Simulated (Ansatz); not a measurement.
A made-up structure of Al2H2Se, singlet:

```
5
angstrom
Al -1.0015 -0.6401 -0.3574
Al -0.2959 1.5967 -0.5365
Se 1.1096 0.0564 0.5534
H -2.3361 -1.3093 -0.8778
H 2.4603 0.2855 1.1884
```

It is relaxed with PBE-D4/def2-SVP and then PBE0-D4/def2-TZVP (Ansatz 0.2.0). Atoms count as bonded within 1.22 times the sum of their covalent radii (H–H: 0.88 Å). The end point is not checked to be a true minimum.

Task: Does its bonding change? (A judgement: the text doesn't fix the answer.)

Result: By the calculation: No: no bond forms or breaks.

Where it ends: The first stage lowers the energy by 1.45 eV in 28 steps. It ends as Al₂H₂Se ([Al]1[AlH][SeH]1):
Al1  (-1.089, -0.062, -0.304)
Al2  (0.080, 2.225, -0.885)
Se3  (1.397, 0.354, 0.272)
H4  (-1.174, -1.568, 0.282)
H5  (0.723, -0.959, 0.606)
(Å)

Labels in which every atom is bracketed show which atoms are joined, not bond orders.

For scale, one of the runs: PBE0-D4/def2-TZVP relaxation, 134 basis functions, launched by `ansatz run in.yaml --threads 2 --pin off --events-out ev --progress --plain --max-ram 4352MiB`. Hardware: 2 CPU threads of an Arm Neoverse V2, shared host. Wall time about 45 s.
